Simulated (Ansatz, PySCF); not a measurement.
System: AlI₂ (charge +1, singlet). It need not be the lowest isomer of its formula. 
Coordinates optimised at B3LYP-D3(BJ)/def2-TZVP (Ansatz, an electronic-structure program):
SMILES: [I][Al+][I]
```xyz
3

Al     0.0000     0.0000     0.0000
I      0.0000     0.0000     2.3695
I      0.0000     0.0000    -2.3695
```
Charge +1, spin multiplicity 1.

Total electronic energies in hartree. Valence correlation only, unless marked. No spin-orbit coupling. Frozen are the shells of the preceding noble gas and the d and f shells that filled before the atom's block. In def2 rows, elements after Kr have scalar-relativistic effective core potentials. STO-3G rows are all-electron and non-relativistic. Basis-set limits of correlation are two-point, X^-3; Hartree-Fock from the larger set. [CCSD(T)-MP2]/basis is that difference in the basis named.

```csv
level,program,energy (Eh)
M06-L/def2-TZVPD,PySCF,-838.01320
B3LYP-D3(BJ)/def2-TZVPD,Ansatz + dftd3,-837.89239
PBE0/def2-TZVP,Ansatz,-837.58956
BHLYP/def2-TZVPD,Ansatz,-837.58306
PW6B95-D4/def2-TZVPD,PySCF + dftd4,-838.28018
PBE-QIDH/def2-TZVPD,Ansatz,-836.93828
MP2/STO-3G,Ansatz,-13940.38597
"RI-MP2/CBS(def2-TZVPP,def2-QZVPP)+[CCSD(T)-MP2]/def2-QZVPP",Ansatz,-835.5433
"CCSD(T)/CBS(def2-TZVPP,def2-QZVPP)",Ansatz,-835.5442
```

Totals of different functionals don't rank their quality; only differences between species are comparable.
